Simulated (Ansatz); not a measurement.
C2H7FOSi, SMILES `CO[SiH](C)F`. Charge 0, multiplicity 1. The structure was optimised at the PBE0-D4/def2-TZVP level. It is one conformer, not always the lowest.

```xyz
12

C    -1.902   -0.828    0.509
O    -0.875   -0.230   -0.251
Si    0.592    0.174    0.330
C     1.620    0.778   -1.075
F     0.440    1.341    1.417
H    -2.629   -1.262   -0.179
H    -1.515   -1.625    1.154
H    -2.408   -0.086    1.133
H     1.175   -0.975    1.069
H     1.137    1.625   -1.567
H     1.761   -0.013   -1.815
H     2.604    1.099   -0.724
```

Task: What is the dipole moment at ωB97M-V/def2-TZVPP? (An estimate is asked.)

Result: Computed: 1.19 D, with components (-0.14, -1.04, -0.56) D in this frame, pointing from negative to positive charge.

Task: And with PBE, r2SCAN, B3LYP? (Estimate.)

Result: The calculation gave: PBE 1.14 D, r2SCAN 1.16 D, B3LYP 1.21 D.

Task: Give the Mulliken charges with ωB97M-V, PBE, B3LYP in def2-TZVPP. (Best estimate.)

Result: The calculation gave: 
```tsv
atom	ωB97M-V	PBE	B3LYP
C1	-0.18	-0.14	-0.13
O2	-0.37	-0.31	-0.38
Si3	0.67	0.62	0.73
C4	-0.44	-0.38	-0.39
F5	-0.32	-0.29	-0.34
H6	0.12	0.11	0.11
H7	0.11	0.09	0.09
H8	0.12	0.11	0.11
H9	-0.08	-0.12	-0.13
H10	0.13	0.11	0.11
H11	0.12	0.11	0.10
H12	0.12	0.11	0.10
```

B3LYP here is the variant with VWN-RPA as its local correlation; programs differ in this.
